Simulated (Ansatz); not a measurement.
CH2O, SMILES `[CH]O` (excited triplet; H–C–O–H torsion 102°) (charge 0, multiplicity 3). This triplet is an excited state, 0.96 eV above the relaxed singlet at the level composite: frozen-core CCSD(T) with HF/cc-pVQZ and the correlation energy extrapolated as X^-3 from cc-pVTZ and cc-pVQZ, plus CCSDT(Q) minus CCSD(T) in cc-pVDZ // PBE0-D3(BJ)/def2-TZVP (Ansatz, a first-principles code).

Z-matrix (Å, degrees):
```
C
O 1 1.3255
H 2 0.9670 1 111.68
H 1 1.0914 2 124.28 3 -102.09
```
Charge 0, spin multiplicity 3.

Frozen-core energies in 6-31g from Ansatz at a geometry from PBE0-D3(BJ)/def2-TZVP; the HF reference has <S^2> = 2.01 and the T1 diagnostic is 0.018.

```
level  energy (Ha)
-----  -----------
HF      -113.72766
MP2     -113.90042
CCSD    -113.91588
```

Q: Estimate the energies of CCSD(T), CCSDT, CCSDT(Q) and CCSDTQ, and give each level's difference from CCSDTQ.

A: 
```json
[
 {"level": "MP2", "energy (Ha)": "-113.90042", "difference from CCSDTQ (mHa)": "19.48"},
 {"level": "CCSD", "energy (Ha)": "-113.91588", "difference from CCSDTQ (mHa)": "4.03"},
 {"level": "CCSD(T)", "energy (Ha)": "-113.91900", "difference from CCSDTQ (mHa)": "0.91"},
 {"level": "CCSDT", "energy (Ha)": "-113.91945", "difference from CCSDTQ (mHa)": "0.45"},
 {"level": "CCSDT(Q)", "energy (Ha)": "-113.91996", "difference from CCSDTQ (mHa)": "-0.05"},
 {"level": "CCSDTQ", "energy (Ha)": "-113.91991", "difference from CCSDTQ (mHa)": "0.00"}
]
```
